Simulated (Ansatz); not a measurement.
Stretching the Al1–H2 bond in AlFH2 (SMILES [F][AlH2]) (multiplicity 1 held, fragments rigid). Energies count from the point at 1.570 Å.
Geometry at that point (charge 0, multiplicity 1):
```xyz
4

Al    -0.24669    -0.47885     0.15841
H      0.47074    -1.31219     1.27881
H     -1.58944    -0.85928    -0.56046
F      0.48064     0.93295    -0.30863
```

Restricted levels (R-, RO-) in cc, def2 and unpolarised 6-31G sets keep to the state of the molecule at rest. Unrestricted levels (U-) break spin symmetry where that is lower. Active spaces are followed from a long bond inwards. Curves can end on different states.

Frozen-core correlation.

Run with Ansatz (Gaussian orbitals). Each number belongs to the level named beside it.

```csv
level,energy at R = 5.024 Å (kcal/mol)
R-HF/cc-pV(T+d)Z,160.03
R-PBE/cc-pV(T+d)Z,?
U-PBE/cc-pV(T+d)Z,82.15
R-r2SCAN/cc-pV(T+d)Z,118.49
R-B3LYP/cc-pV(T+d)Z,120.70
R-wB97X-V/cc-pV(T+d)Z,?
U-SCS-MP2/cc-pV(T+d)Z,87.93
"SC-NEVPT2 on CASSCF(2,2)/cc-pV(T+d)Z",83.63
"FIC-NEVPT4(SD) on CASSCF(2,2)/cc-pV(T+d)Z",87.29
```

**Question.** What belongs in the gaps?

**Answer.** 
- R-PBE/cc-pV(T+d)Z, energy at R = 5.024 Å (kcal/mol): 108.97
- R-wB97X-V/cc-pV(T+d)Z, energy at R = 5.024 Å (kcal/mol): 148.17

Doubts at one or more of the structures used: a restricted determinant that unrestricted orbitals would lower (R-HF/cc-pV(T+d)Z, R-PBE/cc-pV(T+d)Z, R-r2SCAN/cc-pV(T+d)Z, R-B3LYP/cc-pV(T+d)Z, R-wB97X-V/cc-pV(T+d)Z); a spin-contaminated determinant (U-PBE/cc-pV(T+d)Z, U-SCS-MP2/cc-pV(T+d)Z).

Ansatz is a quantum-chemistry and plane-wave program.
